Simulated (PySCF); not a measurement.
Be(SH)(OSiH3) (BeH4OSSi), SMILES [SiH3][O][Be][SH]. Atoms are numbered in the order given.

```xyz
8

Be     0.2368     0.3403     0.5817
S      0.9139     1.2194     2.1379
H      1.9552     0.3421     2.2317
O     -0.2836    -0.2983    -0.5762
Si    -0.8662    -1.0658    -1.9358
H     -2.3180    -1.4086    -1.7463
H     -0.0886    -2.3309    -2.1750
H     -0.7230    -0.1670    -3.1330
```

Coordinates come from a PBE-D3(BJ)/def2-SVP optimisation. One conformer was computed; it need not be the lowest.

Calculation: B3LYP/pcJ-1 in PySCF.

Isotropic couplings with Fermi-contact, spin-dipole and both spin-orbit terms, one fixed conformer, no vibrational averaging. Isotopes: 1H, 29Si.

```csv
pair,bonds apart,J (Hz)
Si5–H6,1,-242.5
Si5–H7,1,-240.2
Si5–H8,1,-242.3
H6–H7,2,?
H6–H8,2,?
H7–H8,2,?
```

### Question
What belongs in the gaps? (An estimate is asked for; the answer gives what the named calculation found.)

### Answer

- H6–H7, J (Hz): 16.7
- H6–H8, J (Hz): 17.2
- H7–H8, J (Hz): 16.8
